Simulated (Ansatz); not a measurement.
Reaction (ligand exchange at a B–C bond): `BC(F)[SiH2][SiH3]` + `[SiH3]N[SiH2]Cl` → `BN([SiH3])[SiH2]Cl` + `FC[SiH2][SiH3]`

Calculated with Ansatz (gas phase, PBE0-D4/def2-TZVP geometries, no zero-point term in ΔE). CBS: MP2 limit from def2 TZ/QZ plus the TZ coupled-cluster correction, frozen cores. DFT in def2-TZVPP. One conformer a species, not always the lowest.

| level | ΔE (kcal/mol) |
| --- | --- |
| ωB97M-V | -23.9 |
| r2SCAN | -22.3 |
| HF/def2-QZVPP | -27.8 |
| HF/CBS(def2) | -27.8 |

Question: What does CCSD(T)/CBS give? (Estimate.)

Answer: Computed: -25.0 kcal/mol. The listed levels differ from it by 1.1, 2.7, -2.8, -2.8 kcal/mol.

Largest T1 diagnostic among the species: 0.014.

In def2-TZVPP, CCSD(T) changes the Hartree–Fock value by +2.2 kcal/mol (the triples alone add +0.3 kcal/mol) and MP2 by +1.8 kcal/mol. From PBE to PBE0 (25 % exact exchange), in def2-TZVPP and without D4, ΔE moves by −1.2 kcal/mol.
